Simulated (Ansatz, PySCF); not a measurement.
Molecule: SiF$_{2}$, net charge 0, singlet state. SMILES: [Si](F)F
Geometry: optimised at B3LYP-D3(BJ)/def2-TZVP (Ansatz, an electronic-structure program).

Wanted: vertical triplet-singlet gap (E(triplet) - E(singlet); each state is the SCF solution reached for its spin; for the singlet the Hartree-Fock reference is unstable and T1 is 0.015), in kJ/mol. Correlated levels leave the core frozen unless marked. UHF or UKS for open shells. No spin-orbit coupling. Non-relativistic. CBS marks a two-point X^-3 extrapolation of the correlation energy; Hartree-Fock from the larger set. [CCSD(T)-MP2]/basis is that difference in the basis named.

```json
[
 {"level": "PBE/def2-TZVPD", "program": "Ansatz", "vertical triplet-singlet gap (kJ/mol)": "301.8", "minus last row": "-19.5"},
 {"level": "r2SCAN/def2-TZVPD", "program": "Ansatz", "vertical triplet-singlet gap (kJ/mol)": "275.3", "minus last row": "-46.0"},
 {"level": "B3LYP/def2-TZVPD", "program": "Ansatz", "vertical triplet-singlet gap (kJ/mol)": "317.3", "minus last row": "-4.0"},
 {"level": "PBE0/def2-TZVPD", "program": "Ansatz", "vertical triplet-singlet gap (kJ/mol)": "294.1", "minus last row": "-27.2"},
 {"level": "M06-2X/def2-TZVPD", "program": "PySCF", "vertical triplet-singlet gap (kJ/mol)": "307.6", "minus last row": "-13.7"},
 {"level": "MP2/aug-cc-pV(D+d)Z", "program": "Ansatz", "vertical triplet-singlet gap (kJ/mol)": "295.9", "minus last row": "-25.4"},
 {"level": "MP2/aug-cc-pV(T+d)Z", "program": "Ansatz", "vertical triplet-singlet gap (kJ/mol)": "300.7", "minus last row": "-20.6"},
 {"level": "RI-MP2/aug-cc-pV(T+d)Z", "program": "Ansatz", "vertical triplet-singlet gap (kJ/mol)": "300.7", "minus last row": "-20.6"},
 {"level": "CCSD/aug-cc-pV(D+d)Z", "program": "Ansatz", "vertical triplet-singlet gap (kJ/mol)": "310.8", "minus last row": "-10.5"},
 {"level": "RI-MP2/CBS(aug-cc-pV(T+d)Z,aug-cc-pV(Q+d)Z)+[CCSD(T)-MP2]/aug-cc-pV(T+d)Z", "program": "Ansatz", "vertical triplet-singlet gap (kJ/mol)": "321.3", "minus last row": "0.0"}
]
```
